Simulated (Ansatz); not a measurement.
A first, cheap relaxation of `[F][Ga-]([F])([F])[SeH2+]`.

```yaml
crystal:
  periodic: [false, false, false]
  atoms:
    - {symbol: F, position_ang: [0.528800, -1.210100, 1.950900]}
    - {symbol: Ga, position_ang: [0.269000, -0.768600, 0.205000]}
    - {symbol: F, position_ang: [-1.320100, -1.423300, -0.390100]}
    - {symbol: F, position_ang: [1.688300, -1.473600, -0.741800]}
    - {symbol: Se, position_ang: [0.288200, 1.612000, -0.090400]}
    - {symbol: H, position_ang: [-1.133300, 1.723800, 0.507400]}
    - {symbol: H, position_ang: [-0.259700, 1.471800, -1.486700]}
basis:
  gaussian: {orbitals: def2-SVP}
hamiltonian: {xc: pbe, dispersion: d4}
relax: {f_tol: 0.03, max_steps: 200}
```

```sh
$ ansatz run in.yaml --threads 4 --pin off --events-out ev --progress --plain
```

Shortened log:

```
Functional definition: PBE
mean field -125867.37695875 eV, -4625.5407872618 hartree, gradient 2.9e-5 eV, S^2 0.000000; 0 other end points of the search recorded, 0 dependent functions left out
relax step   1: F+E_penalty+E_count = -125867.53643169 eV  Δ(F+E_penalty+E_count) = +0.000e0 eV  max|allowed force component| = 3.509e0 eV/Å  Δτ_max = 0.0000 Å  (29 SCF iters, accepted)
mean field -125867.71593732 eV, -4625.5532444944 hartree, gradient 3.5e-5 eV, S^2 0.000000; 0 other end points of the search recorded, 0 dependent functions left out
relax step   2: F+E_penalty+E_count = -125867.87697400 eV  Δ(F+E_penalty+E_count) = -3.405e-1 eV  max|allowed force component| = 1.219e0 eV/Å  Δτ_max = 0.1876 Å  (31 SCF iters, accepted)
mean field -125867.80915751 eV, -4625.5566702731 hartree, gradient 7.7e-5 eV, S^2 0.000000; 0 other end points of the search recorded, 0 dependent functions left out
relax step   3: F+E_penalty+E_count = -125867.96881545 eV  Δ(F+E_penalty+E_count) = -9.184e-2 eV  max|allowed force component| = 8.238e-1 eV/Å  Δτ_max = 0.0710 Å  (26 SCF iters, accepted)
mean field -125867.84790485 eV, -4625.5580942118 hartree, gradient 2.1e-5 eV, S^2 0.000000; 0 other end points of the search recorded, 0 dependent functions left out
relax step   4: F+E_penalty+E_count = -125868.00787994 eV  Δ(F+E_penalty+E_count) = -3.906e-2 eV  max|allowed force component| = 2.109e-1 eV/Å  Δτ_max = 0.0983 Å  (28 SCF iters, accepted)
mean field -125867.85399521 eV, -4625.5583180284 hartree, gradient 4.2e-5 eV, S^2 0.000000; 0 other end points of the search recorded, 0 dependent functions left out
relax step   5: F+E_penalty+E_count = -125868.01441346 eV  Δ(F+E_penalty+E_count) = -6.534e-3 eV  max|allowed force component| = 1.272e-2 eV/Å  Δτ_max = 0.0785 Å  (25 SCF iters, accepted)
mean field -125867.85399521 eV, -4625.5583180284 hartree, gradient 4.2e-5 eV, S^2 0.000000; 1 other end points of the search recorded, 0 dependent functions left out
Total energy: -125868.01445515 eV, -4625.5642148222 hartree
Atom 0 at     0.489561    -1.079116     1.980822 Å, force     0.002054    -0.002324     0.007629 eV/Å
Atom 1 at     0.300181    -1.004954     0.226217 Å, force    -0.008938    -0.005559     0.000333 eV/Å
Atom 2 at    -1.308850    -1.347266    -0.425835 Å, force    -0.000452     0.004327     0.000481 eV/Å
Atom 3 at     1.681967    -1.422047    -0.791372 Å, force     0.008197     0.003225    -0.003052 eV/Å
Atom 4 at     0.276906     1.616644    -0.081097 Å, force    -0.012715    -0.002950    -0.004003 eV/Å
Atom 5 at    -1.091925     1.691465     0.495558 Å, force     0.011212     0.000154    -0.005024 eV/Å
Atom 6 at    -0.286640     1.477274    -1.449993 Å, force     0.000643     0.003127     0.003636 eV/Å
Dipole moment:    -0.206925     1.045485    -0.206139 e Å
```

Run time 11 s (4 threads of a server CPU on a shared host); peak host memory 0.18 GiB.
